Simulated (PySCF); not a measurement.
Gas-phase reaction: 2 In2O + 6 Cl2 ⇌ 4 InCl3 + O2, at 2500 K and a standard pressure of 1 bar. Level: r2SCAN/def2-TZVP†.

Computed with PySCF and rigid-rotor harmonic-oscillator thermochemistry at 1 bar. † marks an energy on the PBE0/def2-TZVP geometry and frequencies. Open shells (unrestricted): O2 (multiplicity 3); the rest are closed-shell singlets. In: scalar-relativistic def2 core potential, no spin-orbit coupling. The harmonic model lacks anharmonicity and excited electronic states, which grow with temperature; levels with a mode under 35 cm⁻¹ are left out. Soft modes under 120 cm⁻¹ make the harmonic entropy rough for In2O, InCl3.

```
species       E (Ha)  H(2500 K) − E (kJ/mol)  S°(2500 K) (J/mol/K)
-------  -----------  ----------------------  --------------------
In2O      -455.72022                   156.3                 433.7
Cl2       -920.32807                    93.7                 300.1
InCl3    -1570.91545                   208.1                 514.3
O2        -150.32392                    95.2                 275.5
```
E: electronic energy; H − E holds the zero-point and thermal terms. 1 Ha = 2625.5 kJ/mol.

Q: Work out ΔH°, ΔS°, ΔG° and log10 K from these numbers.

A: 1. ΔE = 4×(-1570.91545) + 1×(-150.32392) − 2×(-455.72022) − 6×(-920.32807) = -0.57686 Ha = -1514.5 kJ.
2. Δ(H − E) = 4×(208.1) + 1×(95.2) − 2×(156.3) − 6×(93.7) = 52.8 kJ, so ΔH° = -1461.7 kJ.
3. ΔS° = 4×(514.3) + 1×(275.5) − 2×(433.7) − 6×(300.1) = -335.3 J/K; the number of gas molecules changes by -3.
4. ΔG° = ΔH° − TΔS° = -1461.7 − 2500×(-335.3)/1000 = -623.5 kJ.
5. log10 K = −ΔG°/(RT ln 10) = 13.03, with RT ln 10 = 47.86 kJ/mol; at standard pressures the products are favoured.
6. A shift of 10 kJ in ΔE would move log10 K by 0.21 here.
For scale, ΔH°(298 K) is -1506 kJ at this level, -1459 kJ at ωB97M-V/def2-TZVP†, and runs from -1738 to -706 kJ over the 18 levels computed.
